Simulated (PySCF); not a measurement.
C7H8OS, SMILES CSc1cccc(O)c1, GFN2-xTB optimised geometry.

```
17

C     -2.92    -1.79    -0.01
S     -1.15    -2.16     0.00
C     -0.38    -0.57     0.00
C     -1.07     0.63     0.00
C     -0.36     1.82     0.00
C      1.02     1.84     0.00
C      1.71     0.63     0.00
O      3.07     0.67     0.00
C      1.01    -0.57     0.00
H     -3.19    -1.24     0.89
H     -3.42    -2.76    -0.01
H     -3.19    -1.24    -0.90
H     -2.15     0.66     0.00
H     -0.90     2.76     0.00
H      1.57     2.76     0.00
H      3.42    -0.23     0.00
H      1.54    -1.51     0.00
```

Density from PBE/def2-SVP in PySCF at that geometry.

Minimum of the electron density along straight lines between bonded atoms, close to the bond critical point (lines longer than 1.1 times the sum of covalent radii, or with two minima, are not listed):

```csv
bond,length / Å,ρ at the minimum / e bohr⁻³,∇²ρ there / e bohr⁻⁵,position (fraction from the first atom)
C1–S2,1.814,0.179,-0.30,0.46
S2–C3,1.768,0.196,-0.38,0.53
C3–C4,1.386,0.305,-0.74,0.51
C4–C5,1.386,0.307,-0.75,0.50
C5–C6,1.379,0.310,-0.76,0.50
C6–C7,1.394,0.307,-0.77,0.48
C7–O8,1.359,0.287,-0.32,0.34
C3–C9,1.391,0.303,-0.72,0.51
C7–C9,1.385,0.310,-0.76,0.51
C1–H10,1.086,0.277,-1.03,0.64
C1–H11,1.086,0.276,-1.03,0.64
C1–H12,1.086,0.277,-1.03,0.64
C4–H13,1.077,0.281,-1.04,0.63
C5–H14,1.080,0.281,-1.05,0.63
C6–H15,1.078,0.281,-1.05,0.63
O8–H16,0.965,0.356,-2.21,0.81
C9–H17,1.082,0.277,-1.00,0.62
```
